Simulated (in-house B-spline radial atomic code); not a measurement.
How numerical settings move a run on O³⁺, [He] 2s2 2p1. Computed with a B-spline radial code for spherical atoms: scalar-relativistic (X2C) Hartree-Fock, spin-polarised, averaged over the determinants with the given up and down occupations, Fermi nucleus of rms radius 2.6991 fm.

Command:
```bash
python run_scf.py task.json out
```
Settings of the sound reference run:
```
Z                8
electrons        5
configuration    [He] 2s2 2p1
hamiltonian      x2c
method           hf
spin_polarised   True
nucleus          fermi
rms_radius       2.6991
mass_number      16
atomic_mass      15.99491
speed_of_light   137.036
knot_spacing     0.22
spline_order     8
gauss_points     12
box_radius       16.22
max_iterations   70
damping          0.5
damped_steps     3
diis_vectors     10
tolerance        1e-08
start            Thomas-Fermi
```

Cost of the run: 0.18 s on 1 thread of Intel(R) Xeon(R) Platinum 8259CL CPU @ 2.50GHz, on a shared host.

It converges in 9 iterations to -71.148589 hartree, with 2p up at -77.859 eV. The other runs change the listed settings, some to values that make no sense; their results aren't properties of the atom or ion. Radii are in bohr (the nuclear one in fm), a minus after a letter asks for a j subshell, and «unchanged» means within 1e-8 hartree. The run stops when the residual is below 10 × tolerance × max(1, Z/10), or a noise floor if that is larger, and the energy moves by less than 1e-8 × √|E| hartree; so very loose and very tight tolerances often act alike.

| changed settings | outcome |
| --- | --- |
| knot_spacing = 0.55, max_iterations = 3, damping = 0.8, tolerance = 1e-05 | not converged after 3 iterations, last residual 2.1e-02, last energy +3.14e-03 hartree from the reference |
| gauss_points = 3 | converged in 11 iterations, energy -1.77e+04 hartree from the reference, 2p up level +2.1e+01 eV |
| gauss_points = 8 | converged in 9 iterations, energy +1.19e-08 hartree from the reference, 2p up level +3.9e-07 eV |
| max_iterations = 2 | not converged after 2 iterations, last residual 1.3e-02, last energy +4.05e-03 hartree from the reference |
| gauss_points = 4 | converged in 9 iterations, energy +6.17e-08 hartree from the reference, 2p up level +5.4e-07 eV |
| gauss_points = 16, max_iterations = 100, damping = 0.95, start = bare nucleus | converged in 9 iterations, energy +4.23e-08 hartree from the reference, 2p up level +1.5e-06 eV |
| diis_vectors = 1 | converged in 11 iterations, energy unchanged, 2p up level +4.3e-07 eV |
| diis_vectors = 4 | converged in 9 iterations, energy unchanged, 2p up level -4.0e-07 eV |
| hamiltonian = dirac | stopped with error: spin polarisation is not served with the Dirac Hamiltonian |
| gauss_points = 6, max_iterations = 75, tolerance = 1e-10 | converged in 9 iterations, energy +2.55e-08 hartree from the reference |
| diis_vectors = 20 | converged in 9 iterations, energy unchanged |
| electrons = 6, configuration = [He] 2s2 2p1 3f1, max_iterations = 60 | stopped with error: there is no 3f shell |
| gauss_points = 5 | converged in 9 iterations, energy -1.02e-08 hartree from the reference, 2p up level +4.2e-07 eV |
| diis_vectors = 0 | converged in 24 iterations, energy unchanged, 2p up level -8.3e-07 eV |

Q: What happens with spline_order = 3, box_radius = 0.65, max_iterations = 50?

A: Converged in 6 iterations, energy +5.01e+01 hartree from the reference, 2p up level +3.4e+02 eV (the program warns: 2p up has a positive eigenvalue: unbound, held by the box; 2s up has a positive eigenvalue: unbound, held by the box).

Q: What happens with gauss_points = 16?

A: Converged in 9 iterations, energy +4.23e-08 hartree from the reference, 2p up level +3.0e-07 eV.

Q: What happens with box_radius = 0.97, first_knot = 0.0375, max_iterations = 50, damped_steps = 0?

A: Converged in 5 iterations, energy +1.30e+01 hartree from the reference, 2p up level +1.1e+02 eV (the program warns: 2p up has a positive eigenvalue: unbound, held by the box; 2s up has a positive eigenvalue: unbound, held by the box).

Q: What happens with diis_vectors = 2?

A: Converged in 9 iterations, energy unchanged, 2p up level +2.8e-06 eV.
